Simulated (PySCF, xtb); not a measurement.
**Relaxing a trial structure of CGeO+**

The starting geometry of this gas-phase doublet has its atoms placed at random.

```yaml
atoms:
  - { symbol: C, position_ang: [-0.0411, -0.7593, -0.8585] }
  - { symbol: Ge, position_ang: [0.8254, 0.4349, 0.0984] }
  - { symbol: O, position_ang: [-0.5291, 0.4862, 1.4293] }
```

Task: One run relaxed it with r2SCAN-D4/def2-SVP. What is a likely outcome?

Result: It ends as a structure given below by its coordinates. Distances that change by over a tenth: C1–Ge2 (1.76 → 2.03 Å), Ge2–O3 (1.90 → 1.69 Å).

The energy falls by 0.77 eV over 21 steps:

```tsv
step	E − E(last) (eV)
1	0.771
3	0.041
5	0.003
8	0.001
10	0.000
12	0.000
14	0.000
17	0.000
19	0.000
21	0.000
```

Final geometry (Å):

```xyz
3

C    -0.1321   -0.7742   -0.8040
Ge    0.9416    0.5852    0.2485
O    -0.2881    0.5666    1.4099
```

From the same start GFN2-xTB ends elsewhere, differing in C1–O3 (1.17 against 2.59 Å here).

From so rough a start the end depends on the optimiser's path, so another program may land elsewhere. The end wasn't checked by frequencies. Open shells are spin-unrestricted, and the end state is notably spin-contaminated. Run with PySCF 2.14.0, 2.2 min on 2 threads of Arm Neoverse V1, with other jobs on the host.
